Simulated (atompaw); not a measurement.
**Before and after: PAW (atompaw) potential for Bi**

Bi, PAW, made with atompaw 4.2.0.5 (PBE, scalar-relativistic). Core [Xe] 4f14 5d10, reference 6s2 6p3. Waves: 6s (bound): rc 2.45 bohr; 6s channel at 4.25 Ry: rc 1.55 bohr; 6p (bound): rc 2.45 bohr; 6p channel at 0.2 Ry: rc 2.45 bohr. Local part: bessel scheme, radius 2.10 bohr. Core correction: smooth core density matched at 2.40 bohr. Augmentation charge: besselshape compensation charge, radius 2.00 bohr; PAW radius 2.45 bohr; waves and projectors: custom rrkj gramschmidtortho.

Change: wave 6s channel at 4.25 Ry: rc 1.55 bohr becomes 6s channel at 8.22 Ry: rc 1.55 bohr.

Cutoffs: the cutoffs (Ry, on a coarse ladder) from which the occupation-weighted sum of valence levels, in a spherical-Bessel basis at the reference potential, stays within 10 and 1 mRy of its value at 400 Ry; they do not see the model core or the augmentation charge, which bear on the density cutoff.

**Question.** What does the change do?

**Answer.** Both files are very soft, the changed one slightly harder (loose and tight cutoff 6 and 8 Ry → 8 and 10 Ry on this coarse ladder); a bound ghost appears in s, which as a rule spoils a file; the range in which the s phases agree widens (upper end -0.8 → at the end of the scan).

```csv
quantity,base,changed
"cutoff, loose",6 Ry,8 Ry
"cutoff, tight",8 Ry,10 Ry
loose cutoff by channel (10 mRy a level),"s 6 Ry, p 6 Ry","s 8 Ry, p 6 Ry"
bound ghosts,none,s
s: phases at 2.47 bohr within 0.05 rad from the reference energy up to (Ry; the scan ends near 5),-0.8,to the end of the scan
p: phases at 2.47 bohr within 0.05 rad from the reference energy up to (Ry; the scan ends near 5),4.6,4.6
lowest overlap eigenvalue by channel,"s 0.28, p 0.54","s 0.33, p 0.54"
```

 A true bound ghost makes a file unfit for plane-wave use even where its test errors are small: the radial tests pick states by their node count and pass the ghost by. The cutoffs see the waves, projectors and local potential, not the compensation charge or the core.
